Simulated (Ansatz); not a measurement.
Reaction (formal exchange of groups at the Si–Si bond): `CN[SiH](N)[SiH3]` + CH₄ → `CN[SiH](C)N` + SiH₄

Computed with Ansatz on PBE0-D4/def2-TZVP structures; ΔE is electronic, products minus reactants. CCSD(T)/CBS adds triple-zeta CCSD(T) − MP2 to the extrapolated MP2 energy (def2 sets, frozen cores). This one scheme is used for every species. DFT in def2-TZVPP. B3LYP here is the variant with VWN-RPA as its local correlation; programs differ in this. Each species was taken in one conformer, which may not be the lowest.

```csv
level,ΔE (kJ/mol),difference from CCSD(T)/CBS
PBE-D4,6.9,15.4
r2SCAN-D4,-2.9,5.6
PBE0-D4,1.7,10.2
B3LYP-D4,-4.3,4.2
ωB97X-V,-8.0,0.5
ωB97M-V,-13.8,-5.3
B2PLYP,-9.1,-0.6
PBE,6.3,14.8
r2SCAN,-3.1,5.4
PBE0,0.9,9.4
B3LYP,-5.5,3.0
HF/def2-TZVPP,-18.0,-9.5
MP2/def2-TZVPP,-14.4,-5.9
SCS-MP2/def2-TZVPP,-15.1,-6.6
CCSD/def2-TZVPP,-11.3,-2.8
CCSD(T)/def2-TZVPP,-9.6,-1.1
HF/def2-QZVPP,-18.4,-9.9
MP2/def2-QZVPP,-13.9,-5.4
SCS-MP2/def2-QZVPP,-14.5,-6.0
HF/CBS(def2),-18.4,-9.9
MP2/CBS(def2),-13.3,-4.8
CCSD/CBS(def2),-10.2,-1.7
CCSD(T)/CBS,-8.5,0
```

Largest T1 diagnostic among the species: 0.011.

From PBE to PBE0 (25 % exact exchange), in def2-TZVPP and without D4, ΔE moves by −5.4 kJ/mol. In def2-TZVPP, CCSD(T) changes the Hartree–Fock value by +8.4 kJ/mol (the triples alone add +1.7 kJ/mol) and MP2 by +3.6 kJ/mol.
